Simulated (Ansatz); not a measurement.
Ideal-gas functions of C₃H₄SSi, SMILES `C#CC1[SiH2]S1` at 600 K and 1 bar, from an Ansatz frequency run at PBE0-D4/def2-TZVP.

Molar mass 100.22 g/mol, point group C1 (symmetry number 1), electronic degeneracy 1, moments of inertia 85.623, 216.53, 273.495 u Å². Harmonic wavenumbers (cm⁻¹, unscaled): 145, 174, 428, 435, 507, 570, 578, 617, 633, 685, 696, 769, 948, 955, 1070, 1252, 2224, 2254, 2280, 3144, 3485.

Use S(trans) = R[1.5 ln M + 2.5 ln T − 1.1517]; rotational temperatures θ = 24.2544 K / I; S(rot) = R[ln(√π/σ · √(T³/θAθBθC)) + 1.5]; for each mode x = 1.438777 ν̃/T, S = R[x/(eˣ − 1) − ln(1 − e⁻ˣ)] and H = RT x/(eˣ − 1); 1 cm⁻¹ = 0.0119627 kJ/mol; R = 8.31446 J/(mol·K).

Problem. By hand: the entropy, in J/(mol·K).

Solution. Translation 180.9. Rotation: θ = 0.2833, 0.112, 0.0887 K, giving 121.4. Vibration, mode by mode: 17.14, 15.64, 8.45, 8.33, 7.18, 6.33, 6.24, 5.78, 5.60, 5.06, 4.96, 4.31, 3.07, 3.03, 2.44, 1.73, 0.26, 0.24, 0.23, 0.04, 0.02, in all 106.1. Electronic 0.0. Sum 408.4 J/(mol·K).

Problem. By hand: H − E and G − E in kJ/mol, counted from the electronic energy.

Solution. Zero-point energy ½ × 23849 × 0.0119627 = 142.6; thermal vibration 35.8; translation, rotation and pV give 4 RT = 20.0. H − E = 198.4 kJ/mol, and G − E = 198.4 − 600 × 408.4/1000 = -46.6 kJ/mol.

Vibration gives 26 % of the entropy, 17.1 J/(mol·K) of it from the mode under 150 cm⁻¹: soft modes count most, and the harmonic formula is weakest for them. The sum counts one conformer and one mirror image; others add a mixing term.
